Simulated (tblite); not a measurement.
Compound: C5H11OSi (doublet state).
Geometry (GFN2-xTB, Å), atoms numbered from 1 in this order:
```xyz
18
C5H11OSi angstrom
C     -3.5103   -0.2155    0.3781
C     -2.5700    0.4362   -0.2834
O     -1.2838    0.0877   -0.4006
Si    -0.4369   -1.1977    0.1588
C      1.2632   -0.8331   -0.4536
C      1.6909    0.3595   -1.2157
C      2.7905    1.1445   -0.4865
H     -3.2975   -1.1309    0.9006
H     -4.5168    0.1561    0.4116
H     -2.7847    1.3599   -0.8119
H     -0.9973   -2.4408   -0.3931
H     -0.5205   -1.2602    1.6272
H      2.0526   -1.5273   -0.2023
H      2.0977    0.0419   -2.1852
H      0.8370    1.0107   -1.4022
H      3.6526    0.5093   -0.2946
H      3.1092    1.9924   -1.0887
H      2.4155    1.5136    0.4649
```

The geometry is computed with GFN2-xTB (gas phase). This method treats the open shell by occupation alone, without spin polarisation.

Take the most abundant isotopes and a rigid rotor. The values belong to one conformer with, in the numbering `[CH2:1]=[CH:2][O:3][SiH2:4][CH:5][CH2:6][CH3:7]`, C1–C2–O3–Si4 1°, C2–O3–Si4–C5 -179°, O3–Si4–C5–C6 2°, Si4–C5–C6–C7 121°.

Question: What are A, B and C (MHz)?

Answer: Ia = 102.39, Ib = 508.66, Ic = 576.94 u·Å²; 505379 MHz·u·Å²/I gives A = 4936, B = 993.6, C = 876.0 MHz.

Question: Classify the top.

Answer: A near-prolate asymmetric top: κ = (2 × 993.6 − 4936 − 876.0)/(4936 − 876.0) = -0.94.

Question: What does the inertial defect say?

Answer: Not planar: Δ = Ic − Ia − Ib = -34.10 u·Å². For a rigid frame Δ = −2 Σ m c², so Σ m c² = 17.05 u·Å² lies off the ab plane: 8.61 from hydrogen and 8.45 from heavier atoms. The atom farthest from that plane is 1.50 Å away.

Question: List the rotational levels J(Ka,Kc) to J = 3 (MHz).

Answer: Above 0(0,0):
J = 1: 1(0,1) 1870, 1(1,1) 5812, 1(1,0) 5929
J = 2: 2(0,2) 5606, 2(1,2) 9433, 2(1,1) 9786, 2(2,1) 21613, 2(2,0) 21616
J = 3: 3(0,3) 11204, 3(1,3) 14864, 3(1,2) 15569, 3(2,2) 27222, 3(2,1) 27235, 3(3,1) 47229, 3(3,0) 47229

Question: Estimate the classical rotational partition function at 50 K, 200 K and 500 K.

Answer: Point group C1, symmetry number σ = 1; q = (√π/σ)·√((kT/h)³/(ABC)), k/h = 20836.6 MHz/K: 28800 at 50 K, 230000 at 200 K, 909000 at 500 K.

For this open shell read J as N, the rotation without spin; fine and hyperfine splittings come on top. Its GFN2-xTB frequencies are all real (lowest 29 cm⁻¹). Zero-point vibration and centrifugal distortion are left out.
